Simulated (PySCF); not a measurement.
Species: 1,2,4-tricyanobenzene, C₉H₃N₃.
Bonds: N1–C2 (triple), C2–C3, C3–C4 (aromatic), C4–C5 (aromatic), C5–C6 (aromatic), C6–C7, C7–N8 (triple), C6–C9 (aromatic), C9–C10, C10–N11 (triple), C9–C12 (aromatic), C3–C12 (aromatic). Hydrogens: H13 on C4; H14 on C5; H15 on C12.

The same species was optimised twice, with GFN2-xTB and with PBE0-D3(BJ)/def2-SVP (PySCF), and the same property calculations (PySCF, gas phase) were run on both structures.

```csv
coordinate,GFN2-xTB,PBE0-D3(BJ)/def2-SVP,change
C2–C3 (Å),1.417,1.432,+0.015
C6–C7 (Å),1.416,1.430,+0.014
C9–C10 (Å),1.417,1.431,+0.014
N1≡C2 (Å),1.145,1.159,+0.014
C7≡N8 (Å),1.145,1.159,+0.014
C10≡N11 (Å),1.145,1.158,+0.013
C4–C5 (Å),1.380,1.387,+0.007
C6–C9 (Å),1.407,1.413,+0.006
C9–C12 (Å),1.390,1.396,+0.006
C3–C12 (Å),1.393,1.399,+0.006
C5–C6 (Å),1.394,1.400,+0.006
C3–C4 (Å),1.398,1.403,+0.005
C6–C9–C10 (°),120.2,120.7,+0.5
C3–C12–C9 (°),119.5,120.0,+0.5
C7–C6–C9 (°),120.1,120.6,+0.5
C4–C3–C12 (°),120.6,120.2,-0.4
C10–C9–C12 (°),119.9,119.5,-0.4
C4–C5–C6 (°),120.1,120.4,+0.3
C5–C6–C7 (°),119.9,119.7,-0.2
C2–C3–C12 (°),119.6,119.8,+0.2
```

Rotational constants: A = 1930, B = 641.1, C = 481.3 MHz (GFN2-xTB) against A = 1886, B = 631.5, C = 473.0 MHz (PBE0-D3(BJ)/def2-SVP). Point groups within 0.08 Å: Cs and Cs.

On the GFN2-xTB structure: HOMO (eV) -8.80 [PBE0/pcSseg-1]; LUMO (eV) -3.39 [PBE0/pcSseg-1]; dipole (D) 3.84 [PBE0/pcSseg-1]; GIAO shielding of N1 (ppm) -62.1 [PBE0/pcSseg-1]; GIAO shielding of C2 (ppm) 65.0 [PBE0/pcSseg-1]; GIAO shielding of C3 (ppm) 65.2 [PBE0/pcSseg-1]; GIAO shielding of C4 (ppm) 44.5 [PBE0/pcSseg-1]; GIAO shielding of C5 (ppm) 45.7 [PBE0/pcSseg-1]; GIAO shielding of C6 (ppm) 61.7 [PBE0/pcSseg-1]; GIAO shielding of C7 (ppm) 66.4 [PBE0/pcSseg-1]; GIAO shielding of N8 (ppm) -72.1 [PBE0/pcSseg-1].

Question: What do these properties become on the PBE0-D3(BJ)/def2-SVP structure?

Answer: 
```tsv
property	level	on GFN2-xTB	on PBE0-D3(BJ)/def2-SVP	change
HOMO (eV)	PBE0/pcSseg-1	-8.80	-8.80	0.00
LUMO (eV)	PBE0/pcSseg-1	-3.39	-3.43	-0.04
dipole (D)	PBE0/pcSseg-1	3.84	3.85	+0.01
energy, GFN2-xTB geometry as zero (kcal/mol)	PBE0/pcSseg-1	0.0	-0.5	-0.5
GIAO shielding of N1 (ppm)	PBE0/pcSseg-1	-62.1	-68.3	-6.2
GIAO shielding of C2 (ppm)	PBE0/pcSseg-1	65.0	62.7	-2.3
GIAO shielding of C3 (ppm)	PBE0/pcSseg-1	65.2	62.9	-2.3
GIAO shielding of C4 (ppm)	PBE0/pcSseg-1	44.5	42.8	-1.7
GIAO shielding of C5 (ppm)	PBE0/pcSseg-1	45.7	44.0	-1.7
GIAO shielding of C6 (ppm)	PBE0/pcSseg-1	61.7	59.7	-2.0
GIAO shielding of C7 (ppm)	PBE0/pcSseg-1	66.4	64.1	-2.3
GIAO shielding of N8 (ppm)	PBE0/pcSseg-1	-72.1	-77.9	-5.8
```

The heavy atoms differ by 0.025 Å rms after alignment. Among bonds between heavy atoms N1≡C2, C2–C3, C6–C7, C7≡N8 and C9–C10 change most and about equally (+0.014 to +0.015 Å). Changes are differences of the printed values. Neither structure is proved a minimum here.
